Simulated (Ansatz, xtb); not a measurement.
# Relative energy of two structures of CH9BSSi

We compare I, `[BH3-][SH+][SiH2]C`, a singlet, with II, a singlet given by its coordinates. Both are isolated molecules in the gas phase, relaxed with B3LYP-D3(BJ)/def2-SVP; the shapes shown needn't be the lowest conformers.

I (Å):

```csv
atom,x (Å),y (Å),z (Å)
C,-2.0645,-1.3809,1.6636
B,1.4769,1.3745,-0.4464
S,0.9129,-0.0125,0.9948
Si,-1.2309,-0.1906,0.4795
H,0.8583,1.0524,-1.4422
H,2.6795,1.2159,-0.4837
H,1.0981,2.3893,0.1053
H,1.2736,-1.1978,0.4438
H,-1.7209,1.2009,0.6299
H,-1.3067,-0.6521,-0.9294
H,-3.1415,-1.4455,1.4359
H,-1.9517,-1.0421,2.7050
H,-1.6384,-2.3929,1.5783
```

II (Å):

```yaml
atoms:
  - { symbol: C, position_ang: [-1.2712, 0.3705, -0.1823] }
  - { symbol: B, position_ang: [-0.5227, 0.4002, 1.2251] }
  - { symbol: S, position_ang: [1.6160, 0.3990, 0.7576] }
  - { symbol: Si, position_ang: [2.2365, -0.5634, 2.6347] }
  - { symbol: H, position_ang: [-1.1058, -0.5565, -0.7587] }
  - { symbol: H, position_ang: [-1.0335, 1.2285, -0.8336] }
  - { symbol: H, position_ang: [-2.3577, 0.4204, 0.0194] }
  - { symbol: H, position_ang: [-0.5995, -0.5951, 1.9265] }
  - { symbol: H, position_ang: [-0.5086, 1.4504, 1.8419] }
  - { symbol: H, position_ang: [1.7538, -0.7160, -0.0022] }
  - { symbol: H, position_ang: [1.6444, -1.9215, 2.6977] }
  - { symbol: H, position_ang: [1.7305, 0.3366, 3.6965] }
  - { symbol: H, position_ang: [3.7222, -0.6391, 2.6621] }
```

Close contacts (Å): C1–B2 1.59, B2–S3 2.19, S3–Si4 2.20, C1–H5 1.10, C1–H6 1.10, C1–H7 1.11, B2–H8 1.22, B2–H9 1.22, S3–H10 1.36, Si4–H11 1.48, Si4–H12 1.48, Si4–H13 1.49.

Quicker runs give these differences E(II) − E(I): GFN2-xTB +0.065 eV; HF/STO-3G +0.256 eV (at GFN2-xTB geometries); r2SCAN-D4/def2-SVP +0.176 eV (at GFN2-xTB geometries).

Problem. Estimate E(II) − E(I) at the level CCSD(T)/def2-SVP + ΔMP2/def2-TZVPP.

Solution. Calculated at CCSD(T)/def2-SVP + ΔMP2/def2-TZVPP: E(II) − E(I) = +0.188 eV, so structure I lies lower.

Level by level:

```
                             level               geometry  E(II) − E(I) (eV)  departure from the last row (eV)  job, with rough time for the two
                          GFN2-xTB               GFN2-xTB              +0.065                            −0.124              optimisation, 0.54 s
                         HF/STO-3G               GFN2-xTB              +0.256                            +0.068               single point, 1.1 s
                r2SCAN-D4/def2-SVP               GFN2-xTB              +0.176                            −0.012               single point, 7.2 s
             B3LYP-D3(BJ)/def2-SVP  B3LYP-D3(BJ)/def2-SVP              +0.140                            −0.049             optimisation, 3.1 min
                       HF/def2-SVP  B3LYP-D3(BJ)/def2-SVP              +0.086                            −0.103           part of the CCSD(T) run
                      MP2/def2-SVP  B3LYP-D3(BJ)/def2-SVP              +0.118                            −0.070           part of the CCSD(T) run
                  CCSD(T)/def2-SVP  B3LYP-D3(BJ)/def2-SVP              +0.092                            −0.096                      single point
CCSD(T)/def2-SVP + ΔMP2/def2-TZVPP  B3LYP-D3(BJ)/def2-SVP              +0.188                                                  single point, 54 s
```

None of the levels shown reverses the order. The largest departure from CCSD(T)/def2-SVP + ΔMP2/def2-TZVPP is that of GFN2-xTB, 0.124 eV. The last row adds to CCSD(T) the change of the MP2 difference between the two basis sets, here +0.096 eV.

With harmonic frequencies from B3LYP-D3(BJ)/def2-SVP (ideal gas, rigid rotor, one conformer each, 298.15 K, 1 atm): on the last row, ΔE + ΔZPE = +0.180 eV. A mode under 50 cm⁻¹ makes harmonic enthalpies and free energies unreliable, so none is given.

The correlated steps freeze 12 core orbitals. Run with Ansatz 0.2.0, xtb 6.7.1; the last row on 2 threads of Intel(R) Xeon(R) Processor @ 2.50GHz (Skylake/Cascade Lake) on a shared host.
